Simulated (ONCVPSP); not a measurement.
**S: one change to an ONCV potential, before and after**

sulfur, optimised norm-conserving Vanderbilt (ONCV), made with ONCVPSP 4.0.1 (LDA (Perdew-Wang 92), non-relativistic). Core [Ne], reference 3s2 3p4. Waves: 3s: rc 1.40 bohr, ncon 3, nbas 7, qcut 3.7 1/bohr, 2 projectors, debl 3.9 Ha; 3p: rc 1.70 bohr, ncon 3, nbas 6, qcut 5.1 1/bohr, 2 projectors, debl 1.2 Ha. Local part: polynomial inside 1.30 bohr (lpopt 5, dvloc0 3 Ha). Core correction: Teter function fitted to the true core (icmod 2), fcfact 0.7.

All-electron outer shells of the reference configuration (LDA (PZ), non-relativistic, ld1.x):

```json
{"shell": "2s", "level (eV)": "-209.52", "outermost node (bohr)": "0.13", "outermost maximum (bohr)": "0.39"}
{"shell": "2p", "level (eV)": "-156.50", "outermost node (bohr)": "–", "outermost maximum (bohr)": "0.33"}
{"shell": "3s", "level (eV)": "-17.17", "outermost node (bohr)": "0.60", "outermost maximum (bohr)": "1.40"}
{"shell": "3p", "level (eV)": "-7.12", "outermost node (bohr)": "0.58", "outermost maximum (bohr)": "1.59"}
```

Change: s: rc 1.48.

Cutoffs: the cutoffs (Ha) at which the residual kinetic energy of the hardest occupied pseudo-wave falls to 1 and 0.1 mHa per electron; they do not see the model core or the augmentation charge, which bear on the density cutoff. Errors are all-electron minus pseudo energies relative to the spin-unpolarised reference configuration.

Problem. What does the change do?

Solution. The potential gets softer (57 Ha and 93 Ha → 51 Ha and 85 Ha); of the 4 tests that both files solve, the error grows in 2 and shrinks in 0 by more than 15 % and 0.3 meV (median size 12.9 → 19.9 meV); neither file shows a bound ghost. A larger radius leaves more room for a smooth pseudo-wave, so fewer plane waves are needed.

| quantity | base | changed |
| --- | --- | --- |
| cutoff, loose | 57 Ha | 51 Ha |
| cutoff, tight | 93 Ha | 85 Ha |
| loose cutoff by channel | s 57 Ha, p 5.8 Ha | s 51 Ha, p 5.8 Ha |
| bound ghosts | none | none |
| GHOST(+) flags under 300 eV | none | s at 236.5 eV |
| error for 3s2 3p3, meV [ΔE 11.87 eV] | +2.6 | +2.9 |
| error for 3s2 3p2, meV [ΔE 34.25 eV] | +18 | +21 |
| error for 3s2 3p1, meV [ΔE 68.42 eV] | +69 | +77 |
| error for 3s0 3p6, meV [ΔE 20.35 eV] | -7.3 | -19 |
| p: phases at 1.72 bohr within 0.05 rad from the reference energy up to (Ha; the scan ends near 5) | 4.0 | 4.0 |
| rms error of d²Exc/dni dnj with the model core, mHa | 0.39 | 0.35 |
